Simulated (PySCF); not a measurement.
CH₄Al, charge +1. Atoms are numbered in the order given.

```xyz
6

Al     0.0000     0.0000    -0.7243
C      0.0000     0.0000     1.1745
H      0.8901    -0.5139     1.5504
H     -0.8901    -0.5139     1.5504
H      0.0000     1.0278     1.5504
H      0.0000     0.0000    -2.2821
```
Charge +1, spin multiplicity 1.

Geometry: PBE0-D3(BJ)/def2-TZVP. The spin state was assumed, not searched. The isomer is the one that the SMILES or the coordinates give; other isomers of the formula were not compared.

Computed with IEF-PCM-PBE0/def2-SVP run with PySCF.

The values are the electrostatic part of the solvation free energy, E(continuum) − E(gas) at the gas-phase geometry, in a cavity of scaled van der Waals radii (PySCF's table); cavitation and dispersion terms are not included. A continuum can't describe solvent molecules that bind to the metal. In vacuum the orbital gap is 7.66 eV.

```
solvent         ε  ΔG(elec) (kcal/mol)  gap (eV)
----------  -----  -------------------  --------
water       78.36                -71.4      8.09
1-octanol    9.86                -64.7      8.02
chloroform   4.71                -56.4      7.95
```
